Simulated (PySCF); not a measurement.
# Structure from NMR data

Molecular formula: C6H11N. Simulated spectra:

¹H NMR (400 MHz, computed): δ 3.48 (m, 2H), 1.55 (m, 4H), 1.20 (m, 4H), 0.41 (br s, 1H).

¹³C{¹H} NMR (computed): δ 59.1 (CH, 2C), 33.5 (CH2, 4C).

- σ from GIAO-PBE0/pcSseg-1
- GFN2-xTB structure
- program: PySCF 2.14
- one computed conformer, fast rotation and ring inversion assumed for equivalent nuclei, isolated molecule, non-relativistic Hamiltonian

References, each an isolated molecule treated in the same way: ¹H (31.72 ppm), ¹³C (186.93 ppm) vs TMS.

Problem. Which of these isomers gave the spectra?
A. C1C[C@H]2CC[C@@H]1N2
B. C=CCN(C)C=C
C. C/N=C1\CC[C@@H]1C

Solution. A. 

- The formula gives 2 degrees of unsaturation (2 rings in the answer).
- 2 carbon signals for 6 carbons: some carbons are equivalent by symmetry or fast rotation.
- Carbon types of the structure: 2 × CH, 4 × CH2, leaving 1 H on heteroatoms.
- δC 59.1: sp3 CH bonded to N; pulled downfield by the heteroatom.
- δC 33.5: sp3 CH2 in a ring; a saturated carbon with 2 carbon neighbours and no heteroatom attached.
- δH 3.48: hydrogen on an sp3 CH bonded to N; its carbon carries N, which withdraws density.
- δH 1.55, 1.20: hydrogen on an sp3 CH2 in a ring.
- δH 0.41: hydrogen on an amine nitrogen; exchangeable; this is the value without hydrogen bonding to other molecules.

The others: C=CCN(C)C=C would give 6 carbon signals, not 2; C/N=C1\CC[C@@H]1C would give 6 carbon signals, not 2.

Exchangeable OH/NH protons stand at their gas-phase positions; hydrogen bonding in a real sample shifts them, mostly to higher δ. Shifts are as computed. Against solution values, carbons near 30 ppm lie about +3 ppm off and those near 130 ppm about +5 ppm (rms about the fit 2.1 ppm; single classes can miss by 10 ppm). Of 1328 compounds with measured shifts, 309 miss one by over three times the rms of a fit or turn the order of signals round; such compounds aren't used in these exercises. Signals without a measured value on file couldn't be tested in this way; 1H shifts scatter by 0.2 ppm about their fit, and single ones miss by 0.5 ppm. Multiplicities follow the n + 1 count of equivalent neighbours, as no J values were calculated; m marks all less simple cases, F and P coupling included.
